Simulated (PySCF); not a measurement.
## Frontier orbitals and the lowest excitations

C₆H₈Si.
Geometry (GFN2-xTB, Å), atoms numbered from 1 in this order:
```
atom  x, y, z in Å
C1     3.4273    0.6830   -1.4854
C2     2.7586    0.8290   -0.3905
C3     2.0745    0.9730    0.7133
C4     0.7345    0.5492    0.8465
C5    -0.4135    0.1919    0.9802
Si6   -2.1646   -0.3625    1.1540
C7    -2.7049   -1.1236   -0.4989
H8     4.0119   -0.2023   -1.6819
H9     3.4344    1.4403   -2.2541
H10    2.5228    1.4340    1.5864
H11   -2.2381   -1.3634    2.2279
H12   -2.9990    0.8033    1.4785
H13   -3.7342   -1.4691   -0.4548
H14   -2.6324   -0.4014   -1.3075
H15   -2.0816   -1.9735   -0.7630
```

Method: TDDFT wB97X-D/def2-SVPD, vertical, gas phase, core orbitals frozen in the response (PySCF).

Kohn–Sham orbitals with the atoms that hold most of them (Löwdin shares over 4%, at most four atoms; ? is withheld):

```
orbital  ε (eV)                              atoms
 LUMO+2    2.06     Si6 25%, C7 11%, C1 10%, C2 8%
 LUMO+1    1.51     C1 17%, C2 16%, C3 11%, C5 11%
   LUMO    0.75                                  ?
   HOMO   -8.72                                  ?
 HOMO-1   -9.68      C5 36%, C4 36%, C7 8%, Si6 6%
 HOMO-2  -10.17              C1 40%, C2 36%, C3 9%
 HOMO-3  -11.30  Si6 21%, C3 15%, H11 14%, H12 13%
```

(1) Give the leading atoms of the LUMO.

(2) Which atoms hold the HOMO, and with what shares?

(3) The HOMO–LUMO gap is 9.48 eV. Where does the response calculation put the lowest singlet, and from which orbitals?

(4) Give energy, strength and leading configuration of S2, S3 and S4, and follow the Löwdin shares of the leading atoms from the occupied to the empty orbital.

Answers

(1) C2 (bonded to 2 C) 24%; C3 (bonded to 2 C and H) 17%; C5 (bonded to C and Si) 16%; C4 (bonded to 2 C) 15%.

(2) C5 (bonded to C and Si) 27%; C4 (bonded to 2 C) 21%; C2 (bonded to 2 C) 19%; C3 (bonded to 2 C and H) 17%.

(3) S1 is at 5.33 eV (f = 0.0000), 4.15 eV below the gap, made of HOMO→LUMO+1 (70%), HOMO-1→LUMO (19%). Its leading pair isn't HOMO and LUMO; the energies of that pair differ by 10.24 eV. 

(4) 
- S2 (5.44 eV, f 0.0000), HOMO-1→LUMO (71%): C5 36% → 16%, C4 36% → 15%, C2 at most 7% → 24%, C3 at most 7% → 17%
- S3 (5.47 eV, f 0.368), HOMO→LUMO (80%): C5 27% → 16%, C4 21% → 15%, C2 19% → 24%, C3 17% → 17%
- S4 (5.79 eV, f 0.0003), HOMO-2→LUMO (86%): C1 40% → at most 15%, C2 36% → 24%, C3 9% → 17%

Löwdin shares depend on the basis, the more so with diffuse functions.

Hardware: an Arm Neoverse V2 with one thread (shared host). Cost: 42 s of wall time, 0.87 GiB resident at most.
